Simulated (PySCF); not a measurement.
C6H6O. Atoms are numbered in the order given.

```xyz
13

C     -0.9196     1.9558     0.0000
C     -0.5898     0.6429     0.0000
C     -1.4286    -0.5537     0.0000
C     -0.6705    -1.6831     0.0000
C      0.8017    -1.3763     0.0000
C      0.8464     0.1635     0.0000
O      1.8444     0.8603     0.0000
H     -0.1133     2.7068     0.0000
H     -1.9649     2.3005     0.0000
H     -2.5279    -0.5285     0.0000
H     -1.0731    -2.7066     0.0000
H      1.3431    -1.7747     0.8867
H      1.3431    -1.7747    -0.8867
```
Charge 0, spin multiplicity 1.

Coordinates come from a PBE-D3(BJ)/def2-SVP optimisation. Other conformers were not sampled.

Method: PySCF with r2SCAN/def2-TZVP.

Gas-phase values at a fixed geometry.

Computed frontier levels, gap, dipole moment and polarisability:
* **highest occupied level**: -6.03 eV
* **lowest empty level**: -2.75 eV
* **orbital gap**: 3.29 eV
* **dipole moment**: 0.614 e·Å
* **quadrupole, principal values (traceless, Buckingham form, about the centre of nuclear charge)**: -6.61, -2.48, 9.09 D·Å
* **mean static polarisability**: 74.6 bohr³ (11.05 Å³)
* **polarisability, principal values**: 43.4, 74.1, 106.2 bohr³
